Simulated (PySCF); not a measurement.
A GIAO shielding run with PySCF (density fitting, non-relativistic, gas phase) on SMILES N[Si](C#C)(N)O, C$_{2}$H$_{6}$N$_{2}$OSi:

```
$ OMP_NUM_THREADS=1 python probes_run.py task.json out

{"job": {"kind": "nmr", "xc": "LC-wPBE", "basis": "pcSseg-1", "pop": false}, "charge": 0, "multiplicity": 1}
C      1.479093    -1.497140     1.665246
C      0.844972    -0.817299     0.878314
Si    -0.085791     0.217649    -0.343258
N     -0.285803     1.876281     0.000672
N     -1.640673    -0.495312    -0.386275
O      0.846826     0.221914    -1.723765
H      2.035531    -2.090755     2.368964
H      0.459945     2.533671    -0.188646
H     -0.909819     2.188218     0.732938
H     -1.760449    -1.480746    -0.186986
H     -2.356548    -0.139331    -1.008831
H      1.413923    -0.548272    -1.820458
```

Hardware: 1 thread of an Arm Neoverse V1, shared host.

Q: How large is the calculation?

A: 54 electrons, 139 basis functions and 736 auxiliary functions.

Q: How long does it take, and how much memory does it need?

A: 22 s of wall time, with 14 SCF cycles and 7 response iterations; peak memory 0.74 GiB. Times on a shared host scatter by some tens of per cent.

Q: And these other runs on the same molecule and hardware: GIAO shielding at B3LYP/pcSseg-1; GIAO shielding at B97-D/pcSseg-1; GIAO shielding at BLYP/pcSseg-1; GIAO shielding at BP86/pcSseg-1; GIAO shielding at HF/pcSseg-1; GIAO shielding at KT2/pcSseg-1?

A: B3LYP/pcSseg-1: 139 functions, 14 s; B97-D/pcSseg-1: 139 functions, 19 s; BLYP/pcSseg-1: 139 functions, 18 s; BP86/pcSseg-1: 139 functions, 17 s; HF/pcSseg-1: 139 functions, 6.2 s; KT2/pcSseg-1: 139 functions, 18 s.
